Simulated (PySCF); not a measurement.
CH₂N, SMILES [CH][NH] (connectivity only; charge and spin as stated), neutral, multiplicity 2. Atoms are numbered in the order given.

```xyz
4

C     -0.1929    -0.6163     0.0000
N      0.1728     0.5550     0.0000
H      0.4727    -1.4868     0.0000
H     -0.5249     1.2997     0.0000
```
Charge 0, spin multiplicity 2.

The structure is a stationary point at B3LYP-D3(BJ)/def2-TZVPD.

These are PBE/pcH-1 run with PySCF values and carry that method's errors.

Unrestricted Kohn–Sham, ⟨S²⟩ = 0.752. Hyperfine tensors hold the contact and dipolar terms, without spin-orbit corrections.

Computed hyperfine couplings:
```tsv
nucleus	A(iso) (MHz)	A(iso) (G)	dipolar principal values (MHz)
13C no. 1	235.9	84.2	-58.0, -51.9, 109.9
14N no. 2	16.2	5.8	-17.2, -13.4, 30.6
1H no. 3	189.1	67.5	-21.1, -7.0, 28.1
1H no. 4	156.4	55.8	-16.8, -8.8, 25.6
```

**Question.** And the g tensor (effective nuclear charges for spin-orbit coupling, GIAO)? (The exact figures need the calculation; the answer reports its results.)

**Answer.** principal values 1.9982, 2.0022, 2.0030; isotropic 2.0011.
